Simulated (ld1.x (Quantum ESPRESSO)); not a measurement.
## What one change does to a pseudopotential (selenium, TM)

- Element: selenium (Se)
- Generator: ld1.x (Quantum ESPRESSO) 7.5
- Type: norm-conserving Troullier–Martins (Kleinman–Bylander form)
- Functional: PBE
- Relativity: scalar-relativistic
- Frozen core: [Ar] 3d10
- Valence charge: 6
- Reference configuration: 4s2 4p1 (charge +3)
- Partial waves: 4s (bound): rc 1.40 bohr; 4p (bound): rc 1.25 bohr; 4d channel at 0.1 Ry: rc 1.05 bohr
- Local potential: the d channel
- Core correction: a·sin(br)/r model core inside 0.55 bohr

Change: all radii but the core radius scaled by about 0.86 (s 1.22, p 1.08, d 0.90 bohr).

Cutoffs: the cutoffs (Ry, on a coarse ladder) from which the occupation-weighted sum of valence levels, in a spherical-Bessel basis at the reference potential, stays within 10 and 1 mRy of its value at 400 Ry; they do not see the model core or the augmentation charge, which bear on the density cutoff. Errors are all-electron minus pseudo energies relative to the spin-unpolarised reference configuration.

Task: What does the change do?

Result: Both files keep a bound ghost (p, s); the number of tests that count goes from 7 to 6; of the 6 tests that both files solve, the error grows in 4 and shrinks in 1 by more than 15 % and 0.3 meV (median size 19.4 → 26.1 meV).

```tsv
quantity	base	changed
cutoff, loose	50 Ry	200 Ry
cutoff, tight	110 Ry	over 300 Ry
loose cutoff by channel (10 mRy a level)	s 40 Ry, p 45 Ry	s 45 Ry, p 200 Ry
bound ghosts	s, p	s, p
tests counted (converged, no solver errors)	7 of 7	6 of 7
error for 4s2 4p3, meV [ΔE -51.22 eV]	+10	+23
error for 4s2 4p2, meV [ΔE -30.87 eV]	+1.3	+3.2
error for 4s2 4p0, meV [ΔE 42.18 eV]	-30	-41
error for 4s0 4p6, meV [ΔE -40.10 eV]	+42	+29
error for 4s2 4p3.5, meV [ΔE -57.75 eV]	+19	+40
error for 4s1 4p4, meV [ΔE -39.68 eV]	+20	+17
```

Changed file: Tests not counted: 4s2 4p4 (solver errors, printed error +59 meV). A true bound ghost makes a file unfit for plane-wave use even where its test errors are small: the radial tests pick states by their node count and pass the ghost by.
